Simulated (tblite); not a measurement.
Compound: C9H12Si.
Atom-mapped SMILES: `[CH2:1]=[C:2]=[C:3]([C:4]#[C:5][SiH2:6][CH3:7])[CH:8]1[CH2:9][CH2:10]1` (hydrogens: H11, H12 on C1; H13, H14 on Si6; H15, H16, H17 on C7; H18 on C8; H19, H20 on C9; H21, H22 on C10)

Computed with GFN2-xTB (tblite), gas phase: L-BFGS steps from a force-field or distance-geometry start until the largest atomic force falls under 0.01 eV/Å.

Step 34: E = -733.5008 eV
```
atom  x, y, z in Å  |  force x, y, z in eV/Å
C1     -2.1050    1.1179   -2.3885    0.025   0.012   0.002
C2     -1.6367    0.6065   -1.2983    0.056   0.004  -0.014
C3     -1.1643    0.0683   -0.2009    0.045  -0.058  -0.037
C4      0.2254   -0.1825   -0.0590   -0.058   0.033  -0.002
C5      1.4068   -0.4124    0.0690    0.051  -0.040   0.006
Si6     3.1779   -0.9295    0.1883   -0.030   0.002  -0.021
C7      4.1022   -0.3268   -1.3577   -0.019  -0.003  -0.004
C8     -2.0695   -0.3873    0.9021    0.038   0.006  -0.002
C9     -1.8225    0.0513    2.3125   -0.066   0.061   0.028
C10    -3.0035    0.5868    1.5545    0.012  -0.009   0.032
H11    -2.3707    0.4997   -3.2338   -0.023   0.027   0.026
H12    -2.2401    2.1817   -2.5119   -0.003  -0.003  -0.007
H13     3.1953   -2.3982    0.2495    0.018  -0.014  -0.002
H14     3.8054   -0.3719    1.3933   -0.046   0.043   0.021
H15     4.0522    0.7538   -1.4588   -0.018   0.002   0.007
H16     3.6743   -0.7615   -2.2566   -0.002   0.014  -0.023
H17     5.1529   -0.6037   -1.3274   -0.019  -0.015   0.028
H18    -2.4290   -1.4021    0.7599   -0.002   0.015   0.010
H19    -1.9943   -0.6622    3.1059   -0.006   0.028  -0.022
H20    -0.9985    0.7229    2.5092   -0.015  -0.036  -0.055
H21    -2.9731    1.6183    1.2308    0.028  -0.063  -0.005
H22    -3.9959    0.2500    1.8172    0.033  -0.006   0.036
```

Step 35: E = -733.5021 eV
```
atom  x, y, z in Å  |  force x, y, z in eV/Å
C1     -2.1057    1.1180   -2.3878    0.027   0.033  -0.023
C2     -1.6360    0.6054   -1.2990    0.031   0.003  -0.044
C3     -1.1640    0.0666   -0.2021    0.014  -0.051  -0.043
C4      0.2242   -0.1888   -0.0658   -0.065   0.036   0.028
C5      1.4041   -0.4218    0.0663    0.099  -0.051   0.008
Si6     3.1764   -0.9328    0.1895   -0.003   0.012  -0.035
C7      4.1001   -0.3272   -1.3567   -0.009   0.008  -0.022
C8     -2.0690   -0.3860    0.9019    0.017  -0.002   0.009
C9     -1.8223    0.0538    2.3121   -0.038   0.038   0.025
C10    -3.0043    0.5869    1.5560    0.010  -0.011   0.012
H11    -2.3748    0.5053   -3.2365   -0.019   0.017   0.052
H12    -2.2354    2.1826   -2.5099   -0.004   0.003  -0.004
H13     3.2073   -2.4012    0.2562    0.009  -0.009  -0.004
H14     3.8011   -0.3663    1.3927   -0.054   0.037   0.013
H15     4.0496    0.7543   -1.4556   -0.012  -0.017   0.017
H16     3.6741   -0.7573   -2.2595   -0.001   0.007   0.004
H17     5.1515   -0.6041   -1.3262   -0.042  -0.006   0.027
H18    -2.4281   -1.4010    0.7590   -0.002   0.017   0.021
H19    -1.9894   -0.6605    3.1053   -0.016   0.022  -0.012
H20    -0.9982    0.7253    2.5063   -0.008  -0.021  -0.050
H21    -2.9753    1.6183    1.2329    0.027  -0.051  -0.011
H22    -3.9964    0.2497    1.8199    0.041  -0.011   0.031
```

Task: Estimate the geometry and energy of step 36. (The exact step hangs on the optimiser's Hessian estimate; all steps are aligned on step 35, rigid shifts and turns removed.)

Result: E = -733.5032 eV, largest force 0.108 eV/Å
```
atom  x, y, z in Å  |  force x, y, z in eV/Å
C1     -2.1058    1.1187   -2.3878    0.026   0.047  -0.036
C2     -1.6344    0.6045   -1.3005    0.007  -0.001  -0.058
C3     -1.1636    0.0640   -0.2041   -0.017  -0.031  -0.035
C4      0.2234   -0.1934   -0.0709   -0.038   0.020   0.050
C5      1.4019   -0.4316    0.0635    0.096  -0.048   0.008
Si6     3.1751   -0.9359    0.1902    0.027   0.012  -0.033
C7      4.0978   -0.3276   -1.3560   -0.002   0.015  -0.029
C8     -2.0682   -0.3850    0.9019   -0.009  -0.007   0.013
C9     -1.8229    0.0567    2.3122    0.007   0.000   0.008
C10    -3.0049    0.5867    1.5574    0.006  -0.012  -0.015
H11    -2.3790    0.5106   -3.2387   -0.014   0.011   0.067
H12    -2.2315    2.1842   -2.5080   -0.004   0.005  -0.003
H13     3.2189   -2.4043    0.2626    0.001   0.003  -0.006
H14     3.7961   -0.3604    1.3925   -0.063   0.028  -0.001
H15     4.0470    0.7544   -1.4524   -0.007  -0.024   0.024
H16     3.6739   -0.7532   -2.2621   -0.003  -0.003   0.020
H17     5.1496   -0.6044   -1.3247   -0.051   0.000   0.023
H18    -2.4279   -1.3998    0.7593   -0.001   0.012   0.028
H19    -1.9851   -0.6586    3.1047   -0.026   0.011   0.006
H20    -0.9981    0.7273    2.5025    0.009   0.003  -0.035
H21    -2.9766    1.6173    1.2347    0.022  -0.022  -0.021
H22    -3.9961    0.2490    1.8232    0.034  -0.018   0.025
```

The energy changes by -0.0012 eV. The first-order estimate −F·Δx gives -0.0016 eV and the mean of the old and new forces, exact on a quadratic surface, -0.0012 eV. The step makes an angle of 75° with the force vector and moves no atom by more than 0.014 Å.

What follows is the cost of the whole relaxation. Hardware: an Arm Neoverse V2 with one thread, on a shared host. Cost: 2.0 s wall.
